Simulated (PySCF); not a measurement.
**Ionisation energy of Cu by level of theory**

Cu [Ar] 3d10 4s1 [4s1/2^1, M_J = 1/2] → Cu+ [Ar] 3d10, as a difference of total energies. Computed with PySCF 2.14 in x2c-QZVPPall-2c (11s9p6d4f2g, 114 functions), with the two-component X2C-1e Hamiltonian. Correlated levels: [Ne] frozen; the 8 highest virtual spinors dropped. "Screened" scales the spin-orbit matrix elements by Boettger's factors to mimic the two-electron term; Breit and QED terms are absent.

```
                    method  ionisation energy (eV)
 GHF (screened spin-orbit)                   6.581
GMP2 (screened spin-orbit)                   7.739
```

**Question.** How much does correlation contribute at GMP2 (screened spin-orbit)?

**Answer.** 7.739 − (6.581) = 1.158 eV, measured against GHF (screened spin-orbit).

Errors of the correlated levels include the incompleteness of this basis and the frozen core.

For comparison: 7.726 eV (measured; NIST Atomic Spectra Database, ionization energies).
